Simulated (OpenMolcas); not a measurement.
**AsF3 (arsenic trifluoride): the electronic atomisation energy, rung by rung**

AsF3: 4 atoms, total charge 0, spin state singlet. SMILES: `F[As](F)F`. The shape is that of a PBE0-D4/def2-TZVP optimisation.

```jsonl
{"atom": "F", "x (Å)": "-0.4459", "y (Å)": "0.3956", "z (Å)": "1.3626"}
{"atom": "As", "x (Å)": "-0.4620", "y (Å)": "-0.4572", "z (Å)": "-0.1256"}
{"atom": "F", "x (Å)": "1.2040", "y (Å)": "-0.8659", "z (Å)": "-0.1127"}
{"atom": "F", "x (Å)": "-0.2962", "y (Å)": "0.9276", "z (Å)": "-1.1243"}
```

Each level gives the electronic atomisation energy (eV). The values are calculated. Electronic energies at fixed atoms, without zero-point motion or spin-orbit coupling.

```json
{"level": "HF/cc-pVDZ", "kind": "Hartree–Fock", "program": "OpenMolcas", "value (eV)": "7.12"}
{"level": "SVWN5/cc-pVDZ", "kind": "LDA", "program": "OpenMolcas", "value (eV)": "16.88"}
{"level": "PBE/cc-pVDZ", "kind": "GGA", "program": "OpenMolcas", "value (eV)": "14.12"}
{"level": "revPBE/cc-pVDZ", "kind": "GGA", "program": "OpenMolcas", "value (eV)": "13.28"}
{"level": "M06-L/cc-pVDZ", "kind": "meta-GGA", "program": "OpenMolcas", "value (eV)": "13.41"}
{"level": "TPSS/cc-pVDZ", "kind": "meta-GGA", "program": "OpenMolcas", "value (eV)": "13.60"}
{"level": "B3LYP/cc-pVDZ", "kind": "global hybrid", "program": "OpenMolcas", "value (eV)": "13.15"}
{"level": "BHLYP/cc-pVDZ", "kind": "global hybrid", "program": "OpenMolcas", "value (eV)": "11.77"}
```

All-electron rows without a relativistic Hamiltonian named are non-relativistic. The values span 7.12 to 16.88 eV.
